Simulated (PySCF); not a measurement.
A structure optimised at B3LYP-D3(BJ)/def2-SVP, used in a PySCF frequency run:

```xyz
10

Te    -0.0393    -0.1043     0.8520
S      1.3882     0.7344    -0.9591
C      1.7857    -0.8004    -1.8724
H      2.3505    -1.5044    -1.2464
H      2.4130    -0.4871    -2.7218
H      0.8767    -1.2837    -2.2567
Si    -2.0779     0.0979    -0.6267
H     -1.8589    -0.6922    -1.8705
H     -2.3238     1.5230    -0.9761
H     -3.2470    -0.4535     0.1194
```

Write its SMILES and formula.

CS[Te][SiH3], CH6SSiTe

What are its rotational constants (standard atomic weights)?

2.6593, 1.5795, 1.1381 GHz
